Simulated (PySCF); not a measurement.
**Correlation energy of Co²⁺ (cobalt, charge +2)**

[Ar] 3d6 4s1, high-spin 6D determinant (an excited configuration). Computed with PySCF 2.14 in x2c-TZVPPall with one added diffuse shell each of s, p, d, f type (7s6p5d3f1g, 80 functions), with the spin-free X2C one-electron Hamiltonian (Gaussian nucleus). Frozen: [Ne]; 15 electrons correlated.

```json
{"level": "CCSD", "correlation energy (mhartree)": "-453.35"}
{"level": "(T)", "correlation energy (mhartree)": "-7.31"}
{"level": "CCSD(T)", "correlation energy (mhartree)": "-460.66"}
```

Diagnostics: T1 = 0.0067, D1 = 0.0200, largest double amplitude 0.022.

Cost of the coupled-cluster step: about 80 core-seconds, for 15 correlated electrons.

Iterations:

```
CC2 = 0
CCSD nocc = (np.int64(10), np.int64(5)), nmo = (75, 75)
frozen orbitals [[0, 1, 2, 3, 4], [0, 1, 2, 3, 4]]
max_cycle = 100
direct = 0
conv_tol = 1e-08
conv_tol_normt = 1e-06
diis_space = 8
diis_start_cycle = 0
Init t2, MP2 energy = -0.453144783348128
Init E_corr(UCCSD) = -0.453144783358009
cycle = 1  E_corr(UCCSD) = -0.446697444689092  dE = 0.00644733867  norm(t1,t2) = 0.0413879
cycle = 2  E_corr(UCCSD) = -0.453041876112193  dE = -0.00634443142  norm(t1,t2) = 0.0100794
cycle = 3  E_corr(UCCSD) = -0.45293135779235  dE = 0.00011051832  norm(t1,t2) = 0.00435563
cycle = 4  E_corr(UCCSD) = -0.453369466607301  dE = -0.000438108815  norm(t1,t2) = 0.00172595
cycle = 5  E_corr(UCCSD) = -0.453359878145172  dE = 9.58846213e-06  norm(t1,t2) = 0.000451985
cycle = 6  E_corr(UCCSD) = -0.453345892007024  dE = 1.39861381e-05  norm(t1,t2) = 0.000139513
cycle = 7  E_corr(UCCSD) = -0.453352255537764  dE = -6.36353074e-06  norm(t1,t2) = 3.71739e-05
cycle = 8  E_corr(UCCSD) = -0.45335317212099  dE = -9.16583226e-07  norm(t1,t2) = 1.0491e-05
cycle = 9  E_corr(UCCSD) = -0.453352475143962  dE = 6.96977028e-07  norm(t1,t2) = 3.33373e-06
cycle = 10  E_corr(UCCSD) = -0.453352436810562  dE = 3.83333992e-08  norm(t1,t2) = 9.80604e-07
cycle = 11  E_corr(UCCSD) = -0.453352494713942  dE = -5.79033796e-08  norm(t1,t2) = 3.66812e-07
cycle = 12  E_corr(UCCSD) = -0.453352482590082  dE = 1.21238599e-08  norm(t1,t2) = 9.07122e-08
cycle = 13  E_corr(UCCSD) = -0.453352482211968  dE = 3.78113985e-10  norm(t1,t2) = 2.32692e-08
UCCSD converged
E(UCCSD) = -1391.334043853373  E_corr = -0.4533524822119681
UCCSD(T) correction = -0.00731016785771153
```

This basis was not built for core-valence correlation, so the inner-shell part is incomplete.
